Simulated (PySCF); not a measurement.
C₃H₂FN₃.
InChI=1S/C3H2FN3/c4-3-1-2-5-7-6-3/h1-2H

Computed, not measured: TDDFT CAM-B3LYP/def2-SVPD, vertical, gas phase, core orbitals frozen in the response in PySCF 2.14.0, density-fitted response routines. Isolated species at its PBE0-D3(BJ)/def2-SVP geometry, gas phase.

Computed states:

```json
{"state": "S1", "E (eV)": "3.70", "f": "0.0053"}
{"state": "S2", "E (eV)": "4.41", "f": "0.0003"}
{"state": "S3", "E (eV)": "4.51", "f": "0.0002"}
{"state": "S4", "E (eV)": "5.10", "f": "0.0043"}
{"state": "S5", "E (eV)": "5.95", "f": "0.012"}
{"state": "S6", "E (eV)": "6.70", "f": "0.037"}
{"state": "S7", "E (eV)": "7.39", "f": "0.0000"}
{"state": "S8", "E (eV)": "7.56", "f": "0.237"}
{"state": "S9", "E (eV)": "7.67", "f": "0.187"}
{"state": "S10", "E (eV)": "7.74", "f": "0.287"}
```

Each state is given a Gaussian of 0.3 eV full width at half maximum, with ε(max) = 2.175×10⁸ f / Δν̃ (Δν̃ the width in cm⁻¹). The width is an assumption, not a result. The curve ends short of the highest state used, and states not computed would add to its high-energy end.

Question: What does the envelope look like, and where are its maxima?

Answer: 
```tsv
λ (nm)	ε (L mol⁻¹ cm⁻¹)
173.6	99
177.4	268
181.2	1836
184.9	3356
188.7	1963
192.5	408
196.3	51
200.0	159
203.8	613
207.6	1041
211.3	853
215.1	360
218.9	84
222.7	12
226.4	5
230.2	28
234.0	107
237.8	249
241.5	366
245.3	365
249.1	250
252.9	122
256.6	46
260.4	15
264.2	11
268.0	18
271.7	28
275.5	38
279.3	42
283.1	38
286.8	29
290.6	18
294.4	10
298.1	6
301.9	5
305.7	11
309.5	28
313.2	64
317.0	125
320.8	213
324.6	314
328.3	404
332.1	465
335.9	476
339.7	439
343.4	368
347.2	280
351.0	196
354.8	126
358.5	76
362.3	42
366.1	22
369.9	11
373.6	5
377.4	2
381.2	1
```

Maxima: 335 nm (3.70 eV), ε about 480, made up of S1 (100%); 279 nm (4.44 eV), ε about 42, made up of S2 (69%) and S3 (31%); 243 nm (5.09 eV), ε about 380, made up of S4 (100%); 208 nm (5.95 eV), ε about 1100, made up of S5 (100%); 185 nm (6.70 eV), ε about 3400, made up of S6 (100%) (ε in L mol⁻¹ cm⁻¹; maxima over ε = 5, shares over 10%). At its high-energy end, 7.14 eV, the curve is still rising (ε about 95, from S8).

Question: What would ε be at 6.70 eV, the highest of these maxima, with half the width (0.15 eV)?

Answer: About 6710 L mol⁻¹ cm⁻¹ against 3360, a factor of about 2.00; a lone state at its own centre would give exactly 2.

Question: On this curve, what absorbance would a 10⁻⁴ mol/L sample give at 266 nm over a 1 cm path?

Answer: 266 nm is 4.661 eV, where ε is about 13 L mol⁻¹ cm⁻¹, so A = ε c l ≈ 0.0013 (Beer–Lambert, with the gas-phase spectrum and the assumed width).

Question: Coming from long wavelengths, where does ε first pass 100 L mol⁻¹ cm⁻¹?

Answer: At about 356 nm (3.48 eV), 0.22 eV below S1.

The vertical ionisation energy (ΔSCF) is 10.16 eV, 2.42 eV above S10.
